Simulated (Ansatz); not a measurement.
Reaction (redistribution): `OBCF` + `F[Si]1(F)[CH2][AlH]1` → `OB(F)CF` + `F[SiH]1[CH2][AlH]1`

Calculated with Ansatz (gas phase, PBE0-D4/def2-TZVP geometries, no zero-point term in ΔE). CCSD(T)/CBS is the MP2 limit (def2-TZVPP, def2-QZVPP) plus CCSD(T) − MP2 in def2-TZVPP, frozen cores. DFT in def2-TZVPP. B3LYP here is the variant with VWN-RPA as its local correlation; programs differ in this. HSE06 is defined as in plane-wave codes. One conformer a species, not always the lowest.

`OBCF`:

```xyz
8

O     1.431   -0.569    0.473
B     0.467   -0.142   -0.374
C    -0.893    0.309    0.273
F    -1.818    0.733   -0.672
H     2.241   -0.833    0.031
H     0.648   -0.112   -1.560
H    -0.732    1.129    0.985
H    -1.343   -0.514    0.845
```

`F[Si]1(F)[CH2][AlH]1`:

Cartesian coordinates in Å:
```
F 0.692 -0.811 -2.103
Si 0.534 -0.852 -0.514
F 0.541 -2.400 -0.132
C -0.870 0.194 0.103
Al 0.779 1.149 0.647
H -1.792 0.465 -0.411
H -1.123 -0.250 1.089
H 1.240 2.505 1.320
```

`OB(F)CF`:

```xyz
8

O     0.201    0.696   -1.552
B     0.612    0.432   -0.301
F     1.792    0.896    0.089
C    -0.256   -0.406    0.716
F    -1.453   -0.795    0.112
H    -0.665    0.313   -1.725
H     0.268   -1.309    1.047
H    -0.500    0.173    1.613
```

`F[SiH]1[CH2][AlH]1`:

```xyz
8

F     1.733   -1.789   -0.170
Si    0.281   -1.103   -0.212
C     0.130    0.740   -0.481
Al   -0.882    0.357    1.167
H    -0.522   -1.855   -1.211
H     0.936    1.264    0.075
H     0.003    1.229   -1.445
H    -1.679    1.157    2.276
```

```tsv
level	ΔE (kJ/mol)	difference from CCSD(T)/CBS
LDA (SPW92)	-25.8	-15.2
PBE-D4	-17.9	-7.3
revPBE-D4	-16.6	-6.0
BLYP-D4	-11.6	-1.0
r2SCAN-D4	-17.2	-6.6
B97M-V	-18.0	-7.4
PBE0-D4	-18.0	-7.4
B3LYP-D4	-12.3	-1.7
r2SCANh-D4	-17.2	-6.6
r2SCAN0-D4	-17.3	-6.7
HSE06-D4	-18.3	-7.7
CAM-B3LYP-D4	-12.6	-2.0
ωB97X-V	-13.0	-2.4
ωB97M-V	-13.0	-2.4
B2PLYP	-12.1	-1.5
PBE-QIDH	-16.2	-5.6
PBE	-18.0	-7.4
revPBE	-15.9	-5.3
BLYP	-11.8	-1.2
r2SCAN	-17.2	-6.6
PBE0	-18.2	-7.6
B3LYP	-12.6	-2.0
r2SCANh	-17.3	-6.7
r2SCAN0	-17.4	-6.8
HSE06	-18.4	-7.8
BHLYP	-12.3	-1.7
CAM-B3LYP	-12.8	-2.2
LC-ωPBE	-15.0	-4.4
HF/def2-SVP	-38.8	-28.2
MP2/def2-SVP	-42.8	-32.2
CCSD/def2-SVP	-43.1	-32.5
CCSD(T)/def2-SVP	-44.4	-33.8
HF/def2-TZVPP	-11.5	-0.9
MP2/def2-TZVPP	-12.3	-1.7
SCS-MP2/def2-TZVPP	-10.8	-0.2
CCSD(T)/def2-TZVPP	-14.6	-4.0
MP2/def2-QZVPP	-9.3	1.3
HF/CBS(def2)	-9.1	1.5
MP2/CBS(def2)	-8.4	2.2
CCSD/CBS(def2)	-9.7	0.9
CCSD(T)/CBS	-10.6	0
```

Largest T1 diagnostic among the species: 0.013.

At CCSD(T), def2-SVP lies −33.8 kJ/mol from the extrapolated value and def2-TZVPP −4.0 kJ/mol. Leaving LDA and LC-ωPBE aside and taking each functional with its dispersion term where it has one, the values spread over 6.6 kJ/mol, from HSE06-D4 to BLYP-D4. LDA lies −7.8 kJ/mol from PBE without D4.
